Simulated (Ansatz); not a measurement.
Frontier orbitals of H5N2OSc (`[NH2][Sc]([NH2])[OH]`).

The species carries charge 0 and has multiplicity 1. Correlated methods include outer-core shells of Sc, which these sets cover unevenly. Scalar relativity is left out up to krypton. All single points use the PBE0-D4/def2-TZVP geometry. It is one conformer, not always the lowest. Basis def2-TZVPP, Ansatz 0.2.0.

```json
{"functional": "PBE", "HOMO (eV)": "-5.41", "LUMO (eV)": "-2.00", "gap (eV)": "3.41"}
{"functional": "PBE0", "HOMO (eV)": "-6.74", "LUMO (eV)": "-1.13", "gap (eV)": "5.61"}
{"functional": "r2SCANh", "HOMO (eV)": "-6.16", "LUMO (eV)": "-1.35", "gap (eV)": "4.81"}
{"functional": "r2SCAN0", "HOMO (eV)": "-6.93", "LUMO (eV)": "-0.91", "gap (eV)": "6.02"}
{"functional": "ωB97M-V", "HOMO (eV)": "-9.13", "LUMO (eV)": "0.26", "gap (eV)": "9.39"}
```

Against PBE, PBE0 changes HOMO and LUMO by −1.33 and +0.87 eV, ωB97M-V by −3.72 and +2.27 eV. A gap of 3.41 eV thus becomes 9.40 eV for the same molecule, so an orbital gap means little without its functional. A positive LUMO is unbound and depends on the basis.
